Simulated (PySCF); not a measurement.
Compound: C₅H₆BNO₂S.
Cartesian coordinates in Å at the PBE0-D3(BJ)/def2-SVP level; atoms count from 1:
```xyz
16
C5H6BNO2S angstrom
O     -3.1821   -0.2606    0.2843
B     -2.1961   -0.1237   -0.6545
O     -2.5487   -0.0193   -1.9547
C     -0.6690   -0.0555   -0.2516
C     -0.2636    0.3413    1.0307
C      1.0868    0.4060    1.3532
C      2.0230    0.0622    0.3753
S      3.7375    0.1346    0.7573
C      1.5297   -0.3255   -0.8843
N      0.2459   -0.3765   -1.1834
H     -2.8451   -0.4266    1.1688
H     -3.5035   -0.0880   -2.0639
H     -1.0045    0.6235    1.7849
H      1.4104    0.7228    2.3480
H      4.1747   -0.2490   -0.4606
H      2.2334   -0.6024   -1.6807
```

Level: CAM-B3LYP/def2-SVPD in PySCF, non-relativistic, on one gas-phase PBE0-D3(BJ)/def2-SVP geometry that isn't relaxed in the solvent. The solvent is an IEF-PCM continuum (van der Waals radii × 1.2), and excitations are vertical TDDFT with non-equilibrium linear response and a frozen core. Specific hydrogen bonds and non-electrostatic terms are outside this model.

Gas-phase singlets (H = HOMO, L = LUMO):

```tsv
state	E (eV)	λ (nm)	f	leading configurations
S1	4.580	271	0.004	H-1→L 90%
S2	4.854	255	0.104	H→L 46%, H→L+1 41%
S3	4.965	250	0.000	H-1→L+1 90%
S4	5.198	239	0.298	H→L 46%, H→L+1 43%
S5	5.276	235	0.008	H→L+3 47%, H→L+2 21%
```

Question: Give the list for acetone (ε = 20.49), n² = 1.85.

Answer: 
```json
{"state": "S1", "E (eV)": "4.782", "λ (nm)": "259", "f": "0.040", "leading configurations": "H-1→L 76%, H→L 11%", "change by rank (eV)": "+0.202"}
{"state": "S2", "E (eV)": "4.813", "λ (nm)": "258", "f": "0.181", "leading configurations": "H→L 54%, H→L+1 20%", "change by rank (eV)": "-0.041"}
{"state": "S3", "E (eV)": "5.136", "λ (nm)": "241", "f": "0.303", "leading configurations": "H→L+1 60%, H→L 30%", "change by rank (eV)": "+0.171"}
{"state": "S4", "E (eV)": "5.258", "λ (nm)": "236", "f": "0.002", "leading configurations": "H-1→L+1 91%", "change by rank (eV)": "+0.060"}
{"state": "S5", "E (eV)": "5.496", "λ (nm)": "226", "f": "0.002", "leading configurations": "H→L+3 45%, H→L+4 22%", "change by rank (eV)": "+0.220"}
```

Question: How do the frontier levels move from gas to acetone?

Answer: 
```csv
orbital,gas (eV),solvent (eV),change (eV),"Löwdin shares, gas","Löwdin shares, solvent"
LUMO+2,0.53,0.70,+0.17,"B2 35 %, S8 11 %, O1 10 %, H11 7 %","B2 48 %, O3 9 %, O1 9 %, S8 6 %"
LUMO+1,0.07,0.20,+0.13,"C5 21 %, C9 20 %, C6 14 %, N10 12 %","C5 21 %, C9 20 %, C6 14 %, N10 12 %"
LUMO,-0.29,-0.25,+0.04,"C7 18 %, C4 17 %, N10 17 %, C6 13 %","C4 18 %, C7 17 %, N10 17 %, C6 13 %"
HOMO,-7.98,-7.89,+0.09,"S8 42 %, C7 15 %, C4 12 %, C9 9 %","S8 42 %, C7 15 %, C4 12 %, C9 9 %"
HOMO-1,-8.79,-8.96,-0.17,"N10 56 %, C4 10 %, C9 10 %, C5 5 %","N10 54 %, C4 11 %, C9 10 %, C5 6 %"
HOMO-2,-9.66,-9.54,+0.12,"C5 27 %, C6 21 %, N10 14 %, C9 13 %","C5 28 %, C6 21 %, N10 12 %, C9 12 %"
HOMO-3,-10.71,-10.68,+0.03,"S8 28 %, C7 18 %, N10 16 %, C4 10 %","S8 29 %, C7 20 %, N10 17 %, C4 10 %"
```

The HOMO–LUMO gap goes from 7.69 to 7.64 eV.

On one thread of an Arm Neoverse N1, shared host with 64 logical CPUs at a one-minute load of 52, this took 1.9 min wall and 1.4 GiB of memory at its peak. This is the whole response run at CAM-B3LYP/def2-SVPD in acetone, SCF included.
